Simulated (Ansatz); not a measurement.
One change: `CC(Cl)Br` becomes `CC(C)Cl`.

Ansatz, PBE0-D4/def2-TZVP geometries, multiplicity 1. 

Scalar relativity is left out up to krypton.

| property | `CC(Cl)Br` |
| --- | --- |
| LUMO energy (B3LYP/def2-TZVPP) / eV | -0.82 |
| HOMO energy (ωB97M-V/def2-TZVPP) / eV | -10.40 |
| LUMO energy (PBE0/def2-TZVPP) / eV | -0.55 |
| LUMO energy (ωB97M-V/def2-TZVPP) / eV | 1.56 |
| LUMO energy (PBE/def2-TZVPP) / eV | -1.57 |
| zero-point energy (PBE0-D4/def2-TZVP) / kJ/mol | 149.5 |

What does the change do to each property? (Best estimate.)

The calculation gave: 
```
                                      property  `CC(C)Cl`  shift
           LUMO energy (B3LYP/def2-TZVPP) / eV       0.61   1.43
         HOMO energy (ωB97M-V/def2-TZVPP) / eV     -10.58  -0.18
            LUMO energy (PBE0/def2-TZVPP) / eV       0.92   1.47
         LUMO energy (ωB97M-V/def2-TZVPP) / eV       2.55   0.99
             LUMO energy (PBE/def2-TZVPP) / eV      -0.16   1.41
zero-point energy (PBE0-D4/def2-TZVP) / kJ/mol      248.7   99.2
```

With PBE0 the HOMO falls by 0.10 eV and the LUMO rises by 1.47 eV, so the gap widens by about 1.57 eV. PBE moves the HOMO by 0.00 eV and ωB97M-V by -0.18 eV. The zero-point energy changes by 99.2 kJ/mol with +9 modes.

B3LYP here is the variant with VWN-RPA as its local correlation; programs differ in this.

Spin–orbit coupling is left out; it splits and shifts lone-pair levels of the heavy atoms by tenths of an eV.
